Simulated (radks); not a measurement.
Values are calculated unless marked as measured or tabulated.
The thulium ion Tm4+, 65 electrons, occupied as [Xe] 4f11 (the NIST ground configuration). Level of theory: Dirac Kohn-Sham, LDA (Slater exchange, Perdew-Zunger correlation), spin-unpolarised, spherical densities, finite nucleus; open shells fill j = l - 1/2 first; Fermi nuclear charge, rms radius 5.2256 fm (a radial shooting solver on a logarithmic mesh with Libxc functionals).

Radial electron density D(r) = 4 pi r^2 rho(r):

```
   r/bohr * D(r) (the largest magnitude, 124, reaches the edge; | marks zero)
0.0009653 | *
 0.001267 |   *
 0.001676 |     *
   0.0022 |       *
 0.002911 |           *
 0.003852 |                 *
 0.005056 |                       *
  0.00669 |                              *
 0.008781 |                                    *
  0.01162 |                                         *
  0.01537 |                                         *
  0.02018 |                                       *
   0.0267 |                                     *
  0.03505 |                                        *
  0.04637 |                                                 *
  0.06135 |                                                      *
  0.08053 |                                                 *
   0.1066 |                                         *
   0.1399 |                                             *
   0.1851 |                                                *
   0.2448 |                                 *
   0.3214 |                      *
   0.4252 |                          *
   0.5582 |                       *
   0.7385 |             *
   0.9771 |       *
    1.283 |    *
    1.697 | *
    2.228 *
    2.947 *
      3.9 *
```

D(r) has 4 maxima, at r = 0.0139, 0.0618, 0.171, 0.464 bohr, and minima at 0.0267, 0.112, 0.329 bohr, inside which lie 2.01, 11.14, 29.62 electrons.
